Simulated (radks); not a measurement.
Coulomb parameter of the 4d shell of the rhodium ion Rh3+ in the model configuration [Kr] 4d4 5p2, as a second difference U = [E(n + 0.25) + E(n - 0.25) - 2 E(n)] / (0.25)^2 with all orbitals relaxed. "Bare": the charge of the atom changes with n. "Screened": the 5p shell takes up the change at fixed total charge, which measures U(4d,4d) + U(5p,5p) - 2 U(4d,5p). Method: Dirac Kohn-Sham, PBEsol, spin-unpolarised, spherical densities, point nucleus; open shells are shared between the two j in proportion to 2j + 1; computed with a radial shooting solver on a logarithmic mesh with Libxc functionals.

\begin{tabular}{lrr}
case & configuration & E - E(n) (eV) \\ \hline
start & [Kr] 4d4 5p2 & 0.000 \\
bare +0.25 & [Kr] 4d4.25 5p2 & -11.963 \\
bare -0.25 & [Kr] 4d3.75 5p2 & 12.898 \\
screened +0.25 & [Kr] 4d4.25 5p1.75 & -5.618 \\
screened -0.25 & [Kr] 4d3.75 5p2.25 & 5.815 \\
\end{tabular}

U(bare) = 14.958 eV, U(screened by 5p) = 3.147 eV.
